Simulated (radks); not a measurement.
Values are calculated unless marked as measured or tabulated.
Q: Species: the dysprosium ion Dy+. Configuration: [Xe] 4f10.25 6s0.75 (fractional occupations, a model configuration). Level of theory: Dirac Kohn-Sham, PBE, spin-unpolarised, spherical densities, finite nucleus; open shells fill j = l - 1/2 first; Fermi nuclear charge, rms radius 5.2218 fm (a radial shooting solver on a logarithmic mesh with Libxc functionals). Some entries of the table are withheld. Estimate them.

orbital  occ.  eigenvalue (Ry)  <1/r> (bohr^-1)
1s1/2       2        -3939.159            74.55
2s1/2       2        -655.8851            17.86
2p1/2       2        -623.8537            17.84
2p3/2       4        -565.0388            15.62
3s1/2       2        -146.2167            6.525
3p1/2       2              (1)            6.441
3p3/2       4              (2)            5.876
3d3/2       4        -95.96359            5.758
3d5/2       6        -93.29622            5.619
4s1/2       2        -29.16777            2.726
4p1/2       2        -23.64988            2.618
4p3/2       4        -20.92321            2.424
4d3/2       4        -11.83594            2.203
4d5/2       6        -11.34265            2.155
5s1/2       2         -3.96064            1.019
5p1/2       2         -2.48925           0.8898
5p3/2       4         -2.15087           0.8202
6s1/2    0.75         -0.62095              (3)
4f5/2       6         -0.59793            1.550
4f7/2    4.25         -0.53474            1.522
5d3/2       0         -0.46873           0.4590
5d5/2       0         -0.45133           0.4436
6p1/2       0         -0.39859           0.2609
6p3/2       0         -0.37230           0.2467

A: 
(1) 3p1/2 eigenvalue (Ry): -132.2315
(2) 3p3/2 eigenvalue (Ry): -120.0170
(3) 6s1/2 <1/r> (bohr^-1): 0.3318
